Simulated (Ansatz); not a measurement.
Pulling on the Si3–H4 bond in H4MgSi (SMILES [MgH][SiH3]) (multiplicity 1 held, fragments rigid). Energies count from the point at 1.491 Å.
Geometry at that point (charge 0, multiplicity 1):
```xyz
6

Mg    -1.27393    -0.69924    -0.17849
H     -2.75464    -1.51198    -0.38596
Si     0.97177     0.53339     0.13616
H      1.61306     0.24974     1.45236
H      0.83766     2.01691     0.06363
H      1.98630     0.16876    -0.89431
```

Restricted levels (R-, RO-) in cc, def2 and unpolarised 6-31G sets keep to the state of the molecule at rest. Active spaces are followed from a long bond inwards. Levels need not reach the same state.

Correlated levels freeze the cores.

Run with Ansatz (an electronic-structure program) with Gaussian orbitals. Values without a source in brackets are computed.

### Question
Give the energy at R = 4.772 Å at the level FIC-NEVPT4(SD) on CASSCF(2,2)/def2-SVP.

### Answer
83.5 kcal/mol

### Question
Predict the energy at R = 4.772 Å from FIC-MRCISD+Q on CASSCF(2,2)/def2-SVP.

### Answer
84.3 kcal/mol

### Question
What is the computed energy at R = 4.772 Å (R-SCS-MP2/def2-SVP)?

### Answer
109.0 kcal/mol

Doubts at one or more of the structures used: a restricted determinant that unrestricted orbitals would lower (R-SCS-MP2/def2-SVP).
